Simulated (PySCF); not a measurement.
H4N, SMILES [NH4+], charge +1. Coordinates come from a r2SCAN-D4/def2-TZVPD optimisation.

TDA-PBE0/def2-TZVPD (PySCF 2.14.0) puts the lowest singlet excitations at 15.11, 15.11, 15.11, 16.96, 16.96, 16.96 eV and the lowest triplet (TDA) at 14.12 eV.

**Question.** What are the lowest singlet roots from PySCF with EOM-CCSD/aug-cc-pVDZ? (An estimate is asked for; the answer gives what the named calculation found.)

**Answer.** 15.56, 15.56, 15.56, 17.65, 17.65, 17.65 eV; triplets 14.48, 14.48, 14.48 eV. S1 differs by 0.45 eV (second minus first; roots are paired by order, and the bases may differ).
